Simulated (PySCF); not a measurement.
A calculated (TPSS, PySCF 2.14, x2c-TZVPall, scalar relativity by spin-free X2C-1e) atom or ion has these occupied shells.

| shell | electrons | orbital energy (eV) | rms radius, mean of both spins (bohr) |
| --- | --- | --- | --- |
| 1s α | 1 | -7007.8 | 0.0675 |
| 1s β | 1 | -7007.8 | 0.0675 |
| 2s α | 1 | -822.75 | 0.289 |
| 2s β | 1 | -821.05 | 0.289 |
| 2p α | 3 | -699.68 | 0.261 |
| 2p β | 3 | -698.28 | 0.261 |
| 3s α | 1 | -96.693 | 0.871 |
| 3s β | 1 | -92.142 | 0.871 |
| 3p α | 3 | -62.170 | 0.933 |
| 3p β | 3 | -57.638 | 0.933 |
| 3d α | 5 | -8.886 | 1.31 |
| 3d β | 1 | -5.805 | 1.31 |
| 4s α | 1 | -5.661 | 3.25 |
| 4s β | 1 | -4.787 | 3.25 |

(1) Name the element and its charge.

## Answers

(1) Fe (iron, neutral), in [Ar] 3d6 4s2, high-spin 5D determinant.
